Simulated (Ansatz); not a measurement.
Abridged output of a molecular run in Ansatz:

```
Functional definition: HF
1774 factors; integrals over basis functions are off by at most 1.2e-3 eV
mean field evaluation 1: about -199958.1456 eV, gradient 4.0e1 eV
mean field evaluation 2: about -199958.3960 eV, gradient 4.0e1 eV
mean field evaluation 4: about -199962.4182 eV, gradient 3.1e0 eV
mean field evaluation 8: about -199962.5039 eV, gradient 3.2e-1 eV
mean field evaluation 16: about -199962.5048 eV, gradient 1.8e-6 eV
mean field -199962.50482593 eV, -7348.4865128991 hartree, gradient 1.8e-6 eV, S^2 0.000000; 0 other end points of the search recorded, 0 dependent functions left out
28 core orbitals not correlated: weight in the atoms' cores, before any rotation towards them, 1.000 or more for the frozen orbitals, at most 0.000 for the correlated occupied ones
reference -199962.50482593 eV, -7348.4865128991 hartree; 35, 35 occupied and 210, 210 virtual orbitals, 1774 factors
second order -38.07129178 eV of doubles, -0.00000000 eV of singles
cycle   1  -37.12802511 eV  change    9.4e-1 eV  update   1.8e-1
cycle   2  -38.05680198 eV  change   -9.3e-1 eV  update   7.2e-2
cycle   3  -38.34422228 eV  change   -2.9e-1 eV  update   3.4e-2
cycle   4  -38.30994447 eV  change    3.4e-2 eV  update   1.0e-2
cycle   5  -38.29805119 eV  change    1.2e-2 eV  update   4.3e-3
cycle   6  -38.30044032 eV  change   -2.4e-3 eV  update   1.7e-3
cycle   7  -38.30056895 eV  change   -1.3e-4 eV  update   6.6e-4
cycle   8  -38.30019849 eV  change    3.7e-4 eV  update   2.9e-4
cycle   9  -38.30040162 eV  change   -2.0e-4 eV  update   1.0e-4
cycle  10  -38.30049284 eV  change   -9.1e-5 eV  update   3.7e-5
cycle  11  -38.30042829 eV  change    6.5e-5 eV  update   1.5e-5
perturbative correction -1.56253294 eV, -0.0574220264 hartree
Total energy: -200002.36778716 eV, -7349.9514497040 hartree
```

Its atoms:

Z-matrix (Å, degrees):
```
Hf
Se 1 2.568
Se 1 2.568 2 109.5
F 1 1.881 2 109.5 3 120.0
Se 1 2.568 2 109.5 3 -120.0
H 2 1.474 1 86.7 3 96.8
H 3 1.474 1 86.7 2 -23.0
H 5 1.474 1 86.7 2 97.0
```

Task: Which basis set was used?
A. def2-SVPD
B. cc-pV(Q+d)Z
C. def2-TZVPP
D. def2-QZVPP

Result: C. It gives 273 functions.

Task: Write the keys of the input that set method, charge and spin (a neutral closed shell needs none for the last two).

Result: 
```yaml
correlation: {method: ccsd_t}
```
